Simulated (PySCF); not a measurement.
Spinor energies of Bi⁴⁺ (bismuth, charge +4)

Start: [Xe] 4f14 5d10 6s1; 6s1/2 filled at m_j = +1/2. Calculated with PySCF 2.14 in x2c-TZVPPall-2c: generalised Hartree-Fock with the X2C-1e Hamiltonian and a Gaussian nucleus; one run each with spin-orbit coupling (SO) switched off, then screened by Boettger's factors.

| spinor shell | electrons | ε, spin-free (eV) | ε, screened SO (eV) | weight of nominal j (screened SO) | rms radius, screened SO (bohr) |
| --- | --- | --- | --- | --- | --- |
| 1s1/2 | 2 | -91093.5 | -91051.8 | 1.000 | 0.0178 |
| 2s1/2 | 2 | -16562.5 | -16549.3 | 1.000 | 0.0718 |
| 2p1/2 | 2 | -14195.9 | -15877.6 | 1.000 | 0.0606 |
| 2p3/2 | 4 | -14195.9 | -13553.2 | 1.000 | 0.0691 |
| 3s1/2 | 2 | -4103.6 | -4099.2 | 1.000 | 0.183 |
| 3p1/2 | 2 | -3417.3 | -3796.6 | 1.000 | 0.175 |
| 3p3/2 | 4 | -3417.3 | -3269.1 | 1.000 | 0.192 |
| 3d3/2 | 4 | -2714.0 | -2778.9 | 1.000 | 0.168 |
| 3d5/2 | 6 | -2714.0 | -2667.5 | 1.000 | 0.172 |
| 4s1/2 | 2 | -1013.6 | -1012.3 | 1.000 | 0.401 |
| 4p1/2 | 2 | -785.03 | -879.63 | 1.000 | 0.404 |
| 4p3/2 | 4 | -785.03 | -747.80 | 1.000 | 0.438 |
| 4d3/2 | 4 | -517.23 | -531.84 | 1.000 | 0.446 |
| 4d5/2 | 6 | -517.23 | -506.56 | 1.000 | 0.457 |
| 4f5/2 | 6 | -220.95 | -223.47 | 1.000 | 0.479 |
| 5s1/2 | 2 | -222.64 | -222.44 | 1.000 | 0.890 |
| 4f7/2 | 8 | -220.95 | -218.04 | 1.000 | 0.480 |
| 5p1/2 | 2 | -156.00 | -174.29 | 1.000 | 0.951 |
| 5p3/2 | 4 | -156.00 | -148.88 | 1.000 | 1.04 |
| 5d3/2 | 4 | -76.285 | -78.308 | 0.996 | 1.26 |
| 5d5/2 | 6 | -76.285 | -74.900 | 0.998 | 1.30 |
| 6s1/2 | 1 | -54.596 | -54.615 | 1.000 | 2.10 |

| quantity | spin-free | screened SO |
| --- | --- | --- |
| E (hartree) | -21510.52682 | -21551.68354 |
| M_J | 1/2 | 1/2 |
| ⟨J²⟩ | 0.751 | 0.751 |
| ⟨L²⟩ | 0.000 | 0.206 |
| ⟨S²⟩ | 0.751 | 0.957 |

Each row is a mean over spinors that exchange with the open shell spreads, by up to 0.580 eV (5s1/2).

Breit and QED terms are absent; they matter most for the inner s and p1/2 levels.

Densities and radii are taken from the X2C orbitals without a picture-change correction, which distorts them close to the nucleus.

Without spin-orbit coupling the j labels of p, d and f shells carry no meaning; the spin-free column gives the mean over the occupied spinors of each nl shell.
